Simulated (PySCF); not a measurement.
CH8O2Si2, SMILES O[Si](O)(C)[SiH3]. Geometry: PBE0-D3(BJ)/def2-SVP. The structure was generated by enumeration, and PubChem lists no compound with its InChIKey, so it may never have been made. One conformer was computed; it need not be the lowest.

Task: Give the equilibrium geometry at PBE0-D3(BJ)/def2-SVP (PySCF confirms it by a frequency run) as a Z-matrix. (An estimate is asked for; the answer gives what the named calculation found.)

Result: Several could match; the one computed here: 
```
Si
O 1 1.6627
H 2 0.9628 1 115.67
O 1 1.6735 2 106.46 3 -40.42
H 4 0.9609 1 116.93 2 150.62
C 1 1.8737 2 112.50 3 79.23
H 6 1.1012 1 110.43 2 57.43
H 6 1.1022 7 107.62 1 -121.86
H 6 1.1025 7 107.93 8 -116.43
Si 1 2.3430 2 105.10 3 -158.92
H 10 1.4950 1 111.23 2 59.12
H 10 1.4972 11 108.80 1 122.89
H 10 1.4995 11 108.17 12 116.54
```
Charge 0, spin multiplicity 1.
